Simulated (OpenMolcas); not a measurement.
**Re4+: ligand-field states by method**

Re4+ with 6 ligands (bromide) in octahedral coordination (Oh) at 2.54 Å. A charge of +0.333 e stands 2.6 Å behind each ligand. Ligand basis ANO-RCC-VDZP.

* Program: OpenMolcas
* Basis: ANO-RCC-VTZP [8s7p5d3f2g1h]
* Scalar Hamiltonian: DKH2, point nucleus
* Active space: 3 electrons in 5 orbitals (5d)
* State averaging: 2S+1 = 4 even, 10 roots; 2S+1 = 2 even, 40 roots
* Spin-orbit coupling: RASSI with atomic mean-field integrals over the reference wave functions

I. CASSCF
II. SS-CASPT2, IPEA 0.25 Eh, imaginary shift 0.1 Eh (closed shells correlated: the ligand valence shells only)

Spin-free states (labels of O, the rotations of Oh) in cm-1, each column counted from its own energy of the first state listed:

```json
{"State": "4A2", "Degeneracy": "1", "I": "0", "II": "0"}
{"State": "2E", "Degeneracy": "2", "I": "12692", "II": "8520"}
{"State": "2T1", "Degeneracy": "3", "I": "13307", "II": "8570"}
{"State": "2T2", "Degeneracy": "3", "I": "19888", "II": "14100"}
{"State": "4T2", "Degeneracy": "3", "I": "23159", "II": "25530"}
{"State": "4T1", "Degeneracy": "3", "I": "29258", "II": "30130"}
{"State": "2A1", "Degeneracy": "1", "I": "32942", "II": "31020"}
{"State": "2S+1 = 2", "Degeneracy": "3", "I": "33363", "II": "31330"}
{"State": "2S+1 = 2", "Degeneracy": "3", "I": "34699", "II": "32500"}
{"State": "2E", "Degeneracy": "2", "I": "36363", "II": "33560"}
```

From I to II, I's first state of the same spin (4T2) moves from 23159 to 25530 cm-1, by about +2400 cm-1.

From I to II, I's first state of another spin (2E) moves from 12692 to 8520 cm-1, by about -4200 cm-1.

χT at 300 K: I 1.45, II 1.35 cm3 K/mol.

The states above are spin-free; spin-orbit coupling is strong here and shifts and splits them by thousands of cm-1.

Roots that are degenerate in the reference are averaged as groups; the widest CASPT2 spread within a group is 800 cm-1 (the 3-fold group of multiplicity 2 near 66400 cm-1 above the lowest state of its run, II). Shifts and gaps below about the spread of the groups concerned are not significant. Over all roots computed the reference weight is 0.66 to 0.67 in II; a low but even weight reflects the number of correlated electrons. The least metal-like active orbital is 67 % on the metal (Löwdin) and no ligand orbital is active, so the numbers are rough. Ligand-to-metal charge-transfer states are missing. With no ligand orbital active B as a rule stays too high, so bands that hang on it stand too high and its fall with covalency is understated. Without dynamic correlation the repulsion within the d shell is too large (B by tens of per cent), so at a given field states of lower spin stand too high (holds for I). With metal d orbitals alone the field can be off either way by tens of per cent (holds for I). With one d shell and no ligand orbital active, 10Dq can be off by a tenth or more (holds for II). No measured value stands beside these numbers; the geometry is a model, was not optimised and need not be the one that this ion takes.

A state without a sure symmetry label is named by its multiplicity alone.
